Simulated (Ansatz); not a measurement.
# CH3AuO: structure from calculated spectroscopic constants

These gas-phase data were calculated for one isomer of CH3AuO at PBE-D3(BJ)/def2-SVP (harmonic, unscaled wavenumbers; equilibrium rotational constants with average atomic masses):

| Item | Value |
| --- | --- |
| rotational constants | 37.77, 2.928, 2.789 GHz |
| all wavenumbers above 1500 cm⁻¹ | 3696, 3073, 2960 |

Candidates:

(1) `O[CH2][Au]`, a singlet
(2) `C[O][Au]`, a singlet

Question: Which candidate do the data belong to?

Answer: Candidate (1). The band at 3696 cm⁻¹ lies where the O–H stretch is expected; (2) has no mode between 3300 and 4000 cm⁻¹.

The same quantities for all candidates:

```tsv
	rotational constants (GHz)	wavenumbers above 1500 cm⁻¹	E above the lowest, PBE-D3(BJ)/def2-SVP (kcal/mol)
(1)	37.77, 2.928, 2.789	3696, 3073, 2960	0.0
(2)	43.26, 3.071, 2.922	2973, 2968, 2890	24.4
```

Each candidate is one conformer. Atoms past krypton carry core potentials. Programs: Ansatz 0.2.0.
